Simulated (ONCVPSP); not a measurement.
Configuration tests for Pb (ONCV)

```
Element                 : lead (Pb)
Generator               : ONCVPSP 4.0.1
Type                    : optimised norm-conserving Vanderbilt (ONCV)
Functional              : PBE
Relativity              : scalar-relativistic
Frozen core             : [Kr] 4d10 4f14
Valence charge          : 22
Reference configuration : 5s2 5p6 5d10 6s2 6p2
Partial waves           : 5s+6s: rc 1.25 bohr, ncon 3, nbas 8, qcut 10.4 1/bohr, 2 projectors; 5p+6p: rc 1.70 bohr, ncon 3, nbas 6, qcut 8.1 1/bohr, 2 projectors; 5d: rc 1.80 bohr, ncon 4, nbas 9, qcut 10.4 1/bohr, 1 projector; f scattering state at 0.14 Ha: rc 1.85 bohr, ncon 4, nbas 7, qcut 6.8 1/bohr, 2 projectors, debl 2.7 Ha
Local potential         : polynomial inside 0.80 bohr (lpopt 5, dvloc0 2 Ha)
Core correction         : none
```

Energies are relative to the spin-unpolarised reference configuration 5s2 5p6 5d10 6s2 6p2; without spin polarisation the order of configurations can differ from experiment.

Problem. Give the all-electron excitation energy and the error of the potential for: 5s2 5p6 5d10 6s2 6p1; 5s2 5p6 5d10 6s2 6p0; 5s2 5p6 5d10 6s1 6p0; 5s2 5p6 5d10 6s1 6p3.

Solution.

```
valence configuration  charge  ΔE all-electron (eV)  error AE − PS (meV)
 5s2 5p6 5d10 6s2 6p1      +1                 6.576                 -2.8
 5s2 5p6 5d10 6s2 6p0      +2                20.021                 -9.4
 5s2 5p6 5d10 6s1 6p0      +3                52.431                  -21
 5s2 5p6 5d10 6s1 6p3       0                 8.737                 -1.5
```

Levels in the configuration 5s2 5p6 5d10 6s2 6p0:

```
level  all-electron (eV)  pseudo (eV)
   5s           -160.934     -160.945
   5p           -102.613     -102.625
   5d            -37.847      -37.845
   6s            -27.443      -27.443
```

Note: ghosts flagged at negative energy: s at -165.3 eV, f at -2676.0 eV; GHOST(+) flagged for p at 151.2 eV. A true bound ghost makes a file unfit for plane-wave use.
